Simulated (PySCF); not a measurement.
Species: C8H7FO.
Bonds: C1–C2, C2–O3 (double), C2–C4, C4–C5 (aromatic), C5–C6 (aromatic), C6–C7 (aromatic), C7–F8, C7–C9 (aromatic), C9–C10 (aromatic), C4–C10 (aromatic). Hydrogens: H11, H12, H13 on C1; H14 on C5; H15 on C6; H16 on C9; H17 on C10.

Torsions of this conformer, `[CH3:1][C:2](=[O:3])[c:4]1[cH:5][cH:6][c:7]([F:8])[cH:9][cH:10]1`: C1–C2–C4–C5 180°.

The closed-shell ground state was solved at several levels (PySCF, density fitting, gas phase, non-relativistic). The structure is a single PBE0-D3(BJ)/def2-SVP conformer in the gas phase; no vibrational or solvent corrections.

```csv
level,basis functions,total energy (Eh),HOMO (eV),LUMO (eV),gap (eV),dipole (D)
PBE0/def2-SVPD,262,-483.2657,-7.53,-1.78,5.75,2.52
wB97X-D/pcSseg-1,205,-483.9173,-9.31,0.01,9.32,2.49
```

Q: Estimate the row for PBE0/pcSseg-1, a basis of 205 functions; the other rows only guide the guess.

A: Total energy -483.5402 Eh, HOMO -7.51 eV, LUMO -1.70 eV, gap 5.81 eV, dipole 2.47 D.

Q: Over all these levels, which gives the widest orbital gap and which the narrowest?

A: wB97X-D/pcSseg-1 (range-separated hybrid) has the widest, 9.32 eV, and PBE0/def2-SVPD (global hybrid, 25 % exact exchange) the narrowest, 5.75 eV. Functional and basis both differ between the two, so the spread mixes both effects.

Q: How far do the dipole and the HOMO energy spread over the levels?

A: The dipole runs from 2.47 to 2.52 D (mean 2.49 D) and the HOMO from -9.31 to -7.51 eV.

wB97X-D is run here without its empirical dispersion term; that term would change no orbital, density or response property at a fixed geometry.
